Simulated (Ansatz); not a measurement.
Reaction (ligand exchange at a Ge–C bond): `[OH][GeH2][C]#C[SiH3]` + H₂Se → `[OH][GeH2][SeH]` + `C#C[SiH3]`

Calculated with Ansatz (gas phase, PBE0-D4/def2-TZVP geometries, no zero-point term in ΔE). CBS: MP2 limit from def2 TZ/QZ plus the TZ coupled-cluster correction, frozen cores. Functionals use def2-TZVPP. B3LYP here is the variant with VWN-RPA as its local correlation; programs differ in this. For Ge, Se outer-core shells are correlated without core-valence functions, which leaves a few kJ/mol of doubt a bond. Scalar relativity is left out up to krypton. One conformer a species, not always the lowest.

Q: Is it downhill or uphill in electronic energy at CCSD(T)/CBS, and by how much? (An estimate is asked.)

A: Computed: Downhill: ΔE = -45.0 kJ/mol.

Q: What do these levels give: PBE-D4, r2SCAN-D4, PBE0-D4, B3LYP-D4, ωB97X-V, ωB97M-V, B2PLYP, B3LYP, HF/def2-QZVPP, MP2/def2-QZVPP, HF/CBS(def2), MP2/CBS(def2)? (Estimate.)

A: The calculation gave: PBE-D4 -50.6, r2SCAN-D4 -49.0, PBE0-D4 -49.8, B3LYP-D4 -48.3, ωB97X-V -45.2, ωB97M-V -46.8, B2PLYP -45.1, B3LYP -48.1, HF/def2-QZVPP -43.9, MP2/def2-QZVPP -44.4, HF/CBS(def2) -43.9, MP2/CBS(def2) -46.9 kJ/mol.

Largest T1 diagnostic among the species: 0.013.
